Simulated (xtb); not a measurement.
xtb input (GFN2-xTB):

```bash
xtb mol.xyz --gfn 2 --ohess tight --chrg 1 --uhf 0
```
mol.xyz:
```
3

Y      0.83002617     0.00640038     0.83406728
Cl     0.81019551     0.28452170    -1.64142657
Cl    -1.62958897    -0.30791617     0.80661422
```

End of the output:

```
optimized geometry written to: xtbopt.xyz

           -------------------------------------------------
          | TOTAL ENERGY               -9.946563407157 Eh   |
          | TOTAL ENTHALPY             -9.939734984826 Eh   |
          | TOTAL FREE ENERGY          -9.974990477605 Eh   |
          | GRADIENT NORM               0.000007508209 Eh/α |
          | HOMO-LUMO GAP               1.102841353091 eV   |
           -------------------------------------------------

------------------------------------------------------------------------
------------------------------------------------------------------------
 total:
 SCF:
 ANC optimizer:
 analytical hessian:
```
